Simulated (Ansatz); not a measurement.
The same substitution along the group B, Ga, In.

Computed with Ansatz on PBE0-D4/def2-TZVP structures; ΔE is electronic, products minus reactants. CCSD(T)/CBS is the MP2 limit (def2-TZVPP, def2-QZVPP) plus CCSD(T) − MP2 in def2-TZVPP, frozen cores. This one scheme is used for every species. DFT in def2-TZVPP. Elements past krypton have def2 core potentials. For Ga, In outer-core shells are correlated without core-valence functions, which leaves a few kJ/mol of doubt a bond. Scalar relativity is left out up to krypton. One conformer a species, not always the lowest.

```
                                                    reaction  B2PLYP (kJ/mol)
                 `BNC=C` + `O[SiH2]F` → `C=CO[SiH2]F` + `BN`               30
`C=C[NH][GaH2]` + `O[SiH2]F` → `C=CO[SiH2]F` + `[NH2][GaH2]`               35
`C=C[NH][InH2]` + `O[SiH2]F` → `C=CO[SiH2]F` + `[NH2][InH2]`               32
```

Question: Give the CCSD(T)/CBS values in the same order. (An estimate is asked.)

Answer: Computed: 32, 35, 35 kJ/mol.

Largest T1 diagnostic: 0.016, for `[NH2][InH2]`.
